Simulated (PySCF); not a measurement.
## Working out the ionisation energy of Be⁺

Be⁺ [He] 2s1 (2S) → Be²⁺ 1s2 (1S). Calculation: PySCF 2.14, in aug-cc-pCVTZ-DK with one added diffuse shell each of s, p, d, f type (8s7p5d3f, 75 functions); scalar relativity by spin-free X2C-1e. Frozen: nothing. Energies in hartree (1 hartree = 27.21139 eV):

```
             part  Be⁺ (lower)  Be²⁺ (upper)
              UHF   -14.279771    -13.613525
MP2 opposite-spin    -0.038974     -0.037614
    MP2 same-spin    -0.000771      0.000000
```

Q: What does Hartree-Fock give?

A: (-13.613525) − (-14.279771) = 0.666246 hartree = 18.129 eV.

Q: What do MP2 and SCS-MP2 (6/5 opposite-spin, 1/3 same-spin) give?

A: The opposite-spin parts differ by 0.037 eV and the same-spin parts by 0.021 eV. MP2: 18.129 + (0.037) + (0.021) = 18.187 eV. SCS-MP2: 18.129 + 1.2 × (0.037) + (0.021)/3 = 18.180 eV.

Measured between the centres of the two terms (NIST): 18.211 eV, so MP2 (valence and next inner shell) is off by -0.024 eV.

What remains against the reference includes basis incompleteness and correlation beyond second order.
